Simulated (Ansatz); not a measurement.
**Worked example: vertical ionisation energy of CH5BClN (SMILES CNBCl)**

CH5BClN has 9 atoms, charge 0, and is taken as a singlet. SMILES: `CNBCl`. The shape is that of a PBE0-D4/def2-TZVP optimisation. This is one conformer, not always the lowest.

```
atom    x (Å)    y (Å)    z (Å)
   C   0.5101   0.4821  -0.9734
   N  -0.4079  -0.2260  -0.1117
   B  -0.2611  -0.4152   1.2482
  Cl  -1.4953  -1.3145   2.1448
   H   0.9070  -0.1704  -1.7565
   H   0.0279   1.3389  -1.4528
   H   1.3467   0.8499  -0.3800
   H  -1.2205  -0.6055  -0.5739
   H   0.6816   0.0142   1.8382
```

Both states at this one shape; open shells run unrestricted unless said. 1 Eh = 27.2114 eV.

| level | program | singlet CH5BClN (Eh) | doublet CH5BClN+ (Eh) | HOMO of the first (eV) |
| --- | --- | --- | --- | --- |
| HF/STO-3G | Ansatz | -573.102130 | -572.814619 | -9.47 |
| wB97X/def2-SVP | Ansatz | -580.734345 | -580.362898 | -10.06 |

Problem. Work out the vertical ionisation energy at each level.

Solution. 
1. HF/STO-3G: -572.814619 − (-573.102130) = 0.287511 Eh = 7.82 eV; −ε(HOMO) = 9.47 eV.
2. wB97X/def2-SVP: -580.362898 − (-580.734345) = 0.371447 Eh = 10.11 eV; −ε(HOMO) = 10.06 eV.

No measured value is set beside it here; the levels span 7.82 to 10.11 eV. In Hartree–Fock, −ε(HOMO) (Koopmans) exceeds the difference of totals by the orbital relaxation of the ion. Hartree–Fock favours the state with fewer electron pairs, since it lacks pair correlation. Minimal sets are far from the basis-set limit.
